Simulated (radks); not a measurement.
Question: Radial electron density D(r) = 4 pi r^2 rho(r) of an atom or ion with 21 electrons. Method: Dirac Kohn-Sham, PBE, spin-unpolarised, spherical densities, point nucleus; computed with a radial shooting solver on a logarithmic mesh with Libxc functionals.

```
   r/bohr * D(r) (the largest magnitude, 72.2, reaches the edge; | marks zero)
   0.0022 |   *
  0.00282 |     *
 0.003585 |       *
 0.004557 |           *
 0.005793 |                *
 0.007364 |                     *
 0.009362 |                            *
   0.0119 |                                   *
  0.01513 |                                         *
  0.01939 |                                             *
  0.02465 |                                             *
  0.03133 |                                          *
  0.03983 |                                       *
  0.05063 |                                        *
  0.06437 |                                               *
  0.08183 |                                                      *
    0.104 |                                                      *
   0.1333 |                                          *
   0.1695 |                             *
   0.2154 |                          *
   0.2739 |                              *
   0.3482 |                          *
   0.4426 |              *
   0.5626 |   *
   0.7153 |*
   0.9166 *
    1.165 *
```

What is the nuclear charge?

Answer: Z = 47. The innermost maximum, from 1s, lies near gamma/Z bohr with gamma = sqrt(1 - (Z/c)^2) = 0.939, here 0.02 bohr (found: 0.0220), and its height grows with Z. The density is that of the silver ion Ag26+ in [Ar] 3d3; the configuration itself is not fixed sharply by these data, and Z only to a few units. D(r) has 3 maxima, at r = 0.0220, 0.0923, 0.290 bohr, and minima at 0.0435, 0.202 bohr, inside which lie 2.05, 10.85 electrons.
